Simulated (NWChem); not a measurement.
All runs are NWChem calculations. System: HfO2, charge 0, spin multiplicity 1, at a geometry optimised with PBE/def2-SVP with def2 effective core potentials on Hf. The structure started from a generated list of species. Level: CR-CCSD(T)/def2-SVP with def2 effective core potentials on Hf, 2 core orbitals frozen.

Job file:

```
start mol
memory heap 100 mb stack 700 mb global 1900 mb
geometry units angstroms nocenter noautoz
  Hf     0.000000     0.000000    -0.197780
  O     -1.432165     0.000000     0.890009
  O      1.432165     0.000000     0.890009
  symmetry group C2v
end
basis spherical
  * library def2-svp
end
ecp
  Hf library def2-ecp
end
scf
  rhf
  nopen 0
  maxiter 100
  thresh 1e-7
  semidirect memsize 60000000 filesize 0
end
tce
  freeze core 2
  cr-ccsd(t)
  2eorb
  2emet 13
  thresh 1e-6
  maxiter 100
  tilesize 24
end
task tce energy
```

Part of the output:

```
             Northwest Computational Chemistry Package (NWChem) 7.3.0
             --------------------------------------------------------

                                NWChem Input Module
                                -------------------

 Scaling coordinates for geometry "geometry" by  1.889725989
 (inverse scale =  0.529177249)

 Turning off AUTOSYM since
 SYMMETRY directive was detected!

                             Geometry "geometry" -> ""
                             -------------------------

 Output coordinates in angstroms (scale by  1.889725989 to convert to a.u.)

  No.       Tag          Charge          X              Y              Z
 ---- ---------------- ---------- -------------- -------------- --------------
    1 Hf                  72.0000     0.00000000     0.00000000    -0.19778000
    2 O                    8.0000    -1.43216500     0.00000000     0.89000900
    3 O                    8.0000     1.43216500     0.00000000     0.89000900

 Effective nuclear repulsion energy (a.u.)     350.7912972286

            Nuclear Dipole moment (a.u.)
            ----------------------------
        X                 Y               Z
 ---------------- ---------------- ----------------
     0.0000000000     0.0000000000    -0.0000302356

      Symmetry information
      --------------------

 Group name             C2v
 Group number             16
 Group order               4
 No. of unique centers     2

      Symmetry unique atoms

     1    2


 Summary of "ao basis" -> "" (spherical)
 ------------------------------------------------------------------------------
       Tag                 Description            Shells   Functions and Types
 ---------------- ------------------------------  ------  ---------------------
 *                          def2-svp                  on all atoms

 Summary of "ao basis" -> "ao basis" (spherical)
 ------------------------------------------------------------------------------
       Tag                 Description            Shells   Functions and Types
 ---------------- ------------------------------  ------  ---------------------
[...]
            Max iterations :      100
        Residual threshold : 0.10D-05
     T(0) DIIS level shift : 0.00D+00
     L(0) DIIS level shift : 0.00D+00
     T(1) DIIS level shift : 0.00D+00
     L(1) DIIS level shift : 0.00D+00
     T(R) DIIS level shift : 0.00D+00
     T(I) DIIS level shift : 0.00D+00
   CC-T/L Amplitude update :  5-th order DIIS
                I/O scheme : Global Array Library
        L-threshold :  0.10D-05
        EOM-threshold :  0.10D-05
 no EOMCCSD initial starts read in
 TCE RESTART OPTIONS
 SLICE:      F
 D4D5:       F
 quantumc:   F
 qrotation:  F
 pwtce:      F
 qducc:      F
 nacto:                         0
 nrotv:                         0
 nrot:                          0

            Memory Information
            ------------------
          Available GA space size is     249033200 doubles
          Available MA space size is     104841252 doubles

 Maximum block size supplied by input
 Maximum block size        24 doubles

 tile_dim =     19

 -------------------------------------------------

 Global array virtual files algorithm will be used

 Parallel file system coherency ......... OK

 4-electron integrals stored in orbital form

 v2    file size   =           736238
 4-index algorithm nr.  13 is used
 imaxsize =       30
 imaxsize ichop =        0


CCSD iterations
 ---------------------------------------------------------
 Iter          Residuum       Correlation     Cpu    Wall
 ---------------------------------------------------------
    1   0.2243330539166  -0.6335153908075     0.2     0.2
    2   0.0684895050487  -0.5795828444681     0.2     0.2
    3   0.0355964212818  -0.6089717298636     0.2     0.2
    4   0.0284541204904  -0.5964010262354     0.3     0.3
    5   0.0216976846580  -0.6068734661048     0.3     0.3
    6   0.0032279548113  -0.6030953784900     0.3     0.3
    7   0.0039216544943  -0.6029499680097     0.3     0.3
    8   0.0017844429069  -0.6031521526450     0.3     0.3
    9   0.0026140669295  -0.6030182810210     0.3     0.3
   10   0.0013239851409  -0.6032488403734     0.3     0.3
   11   0.0005389746000  -0.6033420014062     0.3     0.3
   12   0.0003589342075  -0.6032519864851     0.3     0.3
   13   0.0002728946516  -0.6032728190122     0.3     0.3
   14   0.0002045854222  -0.6032463461469     0.3     0.3
   15   0.0001681053289  -0.6032623237618     0.3     0.3
   16   0.0000629408908  -0.6032587005875     0.3     0.3
   17   0.0000687369718  -0.6032508447976     0.2     0.2
   18   0.0000334165829  -0.6032580950257     0.2     0.2
   19   0.0000454221844  -0.6032535181249     0.2     0.2
   20   0.0000240370569  -0.6032593860007     0.3     0.3
   21   0.0000098855434  -0.6032602276039     0.3     0.3
   22   0.0000080008576  -0.6032587818558     0.3     0.3
   23   0.0000051144175  -0.6032589536430     0.3     0.3
   24   0.0000046680469  -0.6032586957920     0.3     0.3
   25   0.0000032366192  -0.6032588187074     0.3     0.3
   26   0.0000013404471  -0.6032587969077     0.3     0.3
   27   0.0000014593598  -0.6032587464629     0.3     0.3
   28   0.0000007374339  -0.6032588295399     0.2     0.2
 -----------------------------------------------------------------
 Iterations converged
 CCSD correlation energy / hartree =        -0.603258829539860
 CCSD total energy / hartree       =      -197.641919324605823

 Singles contributions

 Doubles contributions
 CR-CCSD(T)

 CR-CCSD[T]  correction energy / hartree =        -0.029987871677472
 CR-CCSD[T] correlation energy / hartree =        -0.633246701217332
 CR-CCSD[T] total energy / hartree       =      -197.671907196283286
 CR-CCSD(T)  correction energy / hartree =        -0.022723039618796
 CR-CCSD(T) correlation energy / hartree =        -0.625981869158656
 CR-CCSD(T) total energy / hartree       =      -197.664642364224619

 Task  times  cpu:       16.4s     wall:       16.4s

 Total times  cpu:       16.4s     wall:       16.4s
```
